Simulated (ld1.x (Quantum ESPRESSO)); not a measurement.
## tantalum: excitation energies, all-electron against TM

ld1.x (Quantum ESPRESSO) 7.5 input, shortened:

```
&input
   title='Ta', zed=73., rel=1, dft='PZ', iswitch=3,
   config='[Xe] 4f14 5d3 6s1.75 6p0.25'
 /
 &inputp
   pseudotype=2, tm=.true., lloc=-1, rcloc=3.20,
   nlcc=.true., new_core_ps=.true., rcore=1.80
 /
3
6S  1  0   1.75   0.00  2.90  2.90  0.0
6P  2  1   0.25   0.00  3.45  3.45  0.0
5D  3  2   3.00   0.00  2.75  2.75  0.0
 &test
   configts(1)='5d3 6s1.75 6p0.25'
 /
```

Energies are relative to the spin-unpolarised reference configuration 5d3 6s1.75 6p0.25; without spin polarisation the order of configurations can differ from experiment. Spin-polarised rows fill each open shell by Hund’s rule, majority spin first.

Q: Give the all-electron excitation energy and the error of the potential for: 5d3 6s2 6p0; 5d3 6s1 6p0; 5d3 6s0 6p0; 5d3 6s1 6p1; 5d2 6s2 6p1; 5d3 6s0 6p1; 5d3 6s0 6p2; 5d3 6s1.75 6p0.25 (spin-polarised); 5d3 6s2 6p0 (spin-polarised).

A:

```csv
valence configuration,charge,ΔE all-electron (eV),error AE − PS (meV)
5d3 6s2 6p0,0,-1.041,0.0
5d3 6s1 6p0,+1,7.661,-6.5
5d3 6s0 6p0,+2,22.970,-36
5d3 6s1 6p1,0,3.218,-2.5
5d2 6s2 6p1,0,2.049,-60
5d3 6s0 6p1,+1,12.848,-8.7
5d3 6s0 6p2,0,7.746,-11
5d3 6s1.75 6p0.25 (spin-polarised),0,-1.269,+37
5d3 6s2 6p0 (spin-polarised),0,-2.088,+27
```
